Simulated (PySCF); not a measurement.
Calculation: PySCF 2.14.0 with M06-2X/def2-TZVP. Isolated molecules, 0 K electronic values unless said otherwise. Delta-SCF ions had no search for a lower state. 

Reference species (SMILES): `BBr` (neutral, multiplicity 1).

```yaml
vertical ionisation energy (Delta-SCF): 10.87 eV
HOMO–LUMO gap: 8.35 eV
```

Changed species: `BS(C)=O` (X = methylsulfinyl; the reference has X = bromo).

Q: Predict the effect on the vertical ionisation energy (Delta-SCF) and HOMO–LUMO gap.

A: the vertical ionisation energy (Delta-SCF) falls by 1.87 eV, to 9.00 eV; the HOMO–LUMO gap falls by 0.55 eV, to 7.80 eV.
